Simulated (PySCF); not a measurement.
# How methods differ on the ionisation energy of Re⁶⁴⁺

Re⁶⁴⁺ [Ne] 3s1 [3s1/2^1, M_J = 1/2] → Re⁶⁵⁺ [Ne], as a difference of total energies. All numbers are calculated (PySCF 2.14, the two-component X2C-1e Hamiltonian, in an uncontracted even-tempered set (17 s from 21 bohr⁻², ratio 2.4; 14 p from 28 bohr⁻², ratio 2.4; 4 d from 88 bohr⁻², ratio 2.6; 4 f from 130 bohr⁻², ratio 2.6)). Correlated levels: 1s2 frozen; the 52 highest virtual spinors dropped. "Screened" scales the spin-orbit matrix elements by Boettger's factors to mimic the two-electron term; Breit and QED terms are absent.

```tsv
method	ionisation energy (eV)
GHF (spin-free)	7372.5
GMP2 (spin-free)	7373.3
GHF (screened spin-orbit)	7371.8
GMP2 (screened spin-orbit)	7372.6
```

Breit and QED terms and the two-electron picture change are absent.

For comparison: 7366 ± 24 eV (theoretical estimate listed by NIST; NIST Atomic Spectra Database, ionization energies).
